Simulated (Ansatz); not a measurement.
Relaxation of Cl₂GeH₂O (6 atoms, charge 0, multiplicity 1), to a largest force component of 0.02 eV/Å in at most 40 steps.

The calculation used RKS BHLYP/def2-SVP (Ansatz 0.2.0).

```xyz
6
Properties=species:S:1:pos:R:3
Ge 0.000 0.000 0.000
O 0.000 0.000 1.770
H -0.909 -0.281 2.107
H 1.462 0.000 -0.516
Cl -1.046 1.812 -0.739
Cl -1.046 -1.812 -0.739
```

Task: Where does it end, and by what steps?

Result: It converged. After 6 steps the energy has fallen by 0.209 eV; H3 moved furthest, 0.17 Å.

```csv
step,energy less start (eV),largest force component (eV/Å),accepted
0,0.0000,2.389,yes
1,-0.1807,0.910,yes
2,-0.1967,0.348,yes
3,-0.2005,0.350,yes
4,-0.2088,0.040,yes
5,-0.2089,0.032,yes
6,-0.2090,0.001,yes
```

```xyz
6
Properties=species:S:1:pos:R:3
Ge 0.001 -0.031 -0.017
O -0.014 -0.093 1.725
H -0.876 -0.122 2.138
H 1.442 0.005 -0.472
Cl -1.069 1.703 -0.685
Cl -1.022 -1.742 -0.806
```

The run took 16 s on 2 threads of Arm Neoverse V2, with other jobs on the host, peak memory 0.2 GiB.
